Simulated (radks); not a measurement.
Results of a calculation; reference values are marked as such.
Task: Radial electron density D(r) = 4 pi r^2 rho(r) of an atom or ion with 21 electrons. Level of theory: scalar-relativistic Kohn-Sham, PBE, spin-unpolarised, spherical densities, point nucleus (a radial shooting solver on a logarithmic mesh with Libxc functionals).

r (bohr),D(r) (e/bohr)
0.005016,2.812
0.005747,3.542
0.006531,4.381
0.007423,5.389
0.008505,6.670
0.009666,8.096
0.01099,9.750
0.01259,11.76
0.01431,13.89
0.01626,16.21
0.01863,18.83
0.02117,21.36
0.02406,23.83
0.02757,26.22
0.03133,28.08
0.03561,29.40
0.0408,30.05
0.04637,29.88
0.0527,28.99
0.06038,27.43
0.06862,25.73
0.07799,24.21
0.08936,23.30
0.1016,23.50
0.1154,24.86
0.1322,27.35
0.1503,30.08
0.1708,32.35
0.1957,33.27
0.2224,32.09
0.2528,28.85
0.2896,23.77
0.3292,18.60
0.3741,14.30
0.4286,11.70
0.4872,11.32
0.5537,12.35
0.6344,13.80
0.721,14.39
0.8195,13.65
0.9388,11.50
1.067,8.737
1.213,5.950
1.389,3.508
1.579,1.909
1.795,0.9348
2.056,0.3902
2.337,0.1531
2.656,0.05312
3.043,0.01471
3.459,0.003663
3.931,0.0007368
4.504,0.0001014

What is the nuclear charge?

Result: Z = 25. The innermost maximum, from 1s, lies near gamma/Z bohr with gamma = sqrt(1 - (Z/c)^2) = 0.983, here 0.0393 bohr (found: 0.0421), and its height grows with Z. The density is that of the manganese ion Mn4+ in [Ar] 3d3; the configuration itself is not fixed sharply by these data, and Z only to about a unit. D(r) has 3 maxima, at r = 0.0421, 0.194, 0.721 bohr, and minima at 0.0930, 0.468 bohr, inside which lie 2.11, 10.56 electrons.
